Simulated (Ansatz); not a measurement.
Reaction (ligand exchange at a Ge–S bond): `CO[SiH2][S][GeH3]` + `C[SiH2]N` → `C[SiH2][NH][GeH3]` + `CO[SiH2]S`

Isolated molecules relaxed with PBE0-D4/def2-TZVP in Ansatz; ΔE leaves out vibrations. CCSD(T)/CBS is the MP2 limit (def2-TZVPP, def2-QZVPP) plus CCSD(T) − MP2 in def2-TZVPP, frozen cores. This one scheme is used for every species. Functionals use def2-TZVPP. For Ge outer-core shells are correlated without core-valence functions, which leaves a few kJ/mol of doubt a bond. Scalar relativity is left out up to krypton. One conformer a species, not always the lowest.

| level | ΔE (kcal/mol) |
| --- | --- |
| r2SCAN-D4 | 11.4 |
| PBE | 11.4 |
| HF/def2-TZVPP | 8.6 |
| CCSD/def2-TZVPP | 9.0 |

Question: What does CCSD(T)/CBS give? (Best estimate.)

Answer: The calculation gave: +10.3 kcal/mol. The listed levels differ from it by 1.1, 1.1, -1.7, -1.3 kcal/mol.

Largest T1 diagnostic among the species: 0.011.

The D4 term adds +0.9 kcal/mol with B3LYP and +0.5 kcal/mol with PBE0; it sums over pairs of atoms, weighted by their polarisabilities, and B3LYP, whose exchange is more repulsive, gets the larger term.

B3LYP here is the variant with VWN-RPA as its local correlation; programs differ in this.
